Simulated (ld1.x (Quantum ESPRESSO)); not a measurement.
**Transferability test, TM potential for Mg**

```json
{"Element": "magnesium (Mg)", "Generator": "ld1.x (Quantum ESPRESSO) 7.5", "Type": "norm-conserving Troullier–Martins (Kleinman–Bylander form)", "Functional": "PBEsol", "Relativity": "non-relativistic", "Frozen core": "[He]", "Valence charge": "10", "Reference configuration": "2s2 2p6 3s1 3p0 (charge +1)", "Partial waves": "2s (bound): rc 0.75 bohr; 2p (bound): rc 0.80 bohr; 3d channel at 0.4 Ry: rc 0.60 bohr", "Local potential": "the d channel", "Core correction": "none"}
```

Occupied shells without a wave of their own: 3s. They enter only through the test configuration that unscreens the potential.

Energies are relative to the spin-unpolarised reference configuration 2s2 2p6 3s1 3p0; without spin polarisation the order of configurations can differ from experiment.

```json
{"valence configuration": "2s2 2p6 3s2 3p0", "charge": "0", "ΔE all-electron (eV)": "-7.909", "error AE − PS (meV)": "+22"}
{"valence configuration": "2s2 2p6 3s1.5 3p0", "charge": "+0.5", "ΔE all-electron (eV)": "-4.784", "error AE − PS (meV)": "+13"}
{"valence configuration": "2s2 2p6 3s0 3p1", "charge": "+1", "ΔE all-electron (eV)": "4.287", "error AE − PS (meV)": "-38"}
{"valence configuration": "2s1 2p6 3s2 3p0", "charge": "+1", "ΔE all-electron (eV)": "82.981", "error AE − PS (meV)": "+49"}
{"valence configuration": "2s2 2p5 3s2 3p0", "charge": "+1", "ΔE all-electron (eV)": "50.591", "error AE − PS (meV)": "+118"}
```

Task: What are ΔE and the potential's error for 2s2 2p6 3s0 3p0?

Result: ΔE = 14.793 eV all-electron; the error (AE − PS) is -42 meV.

Task: What are ΔE and the potential's error for 2s2 2p6 3s0 3p2?

Result: ΔE = -0.817 eV all-electron; the error (AE − PS) is -32 meV.

Levels in the configuration 2s2 2p6 3s2 3p0:

| level | all-electron (eV) | pseudo (eV) |
| --- | --- | --- |
| 2s | -79.301 | -79.278 |
| 2p | -46.593 | -46.568 |
| 3s | -4.672 | -4.687 |
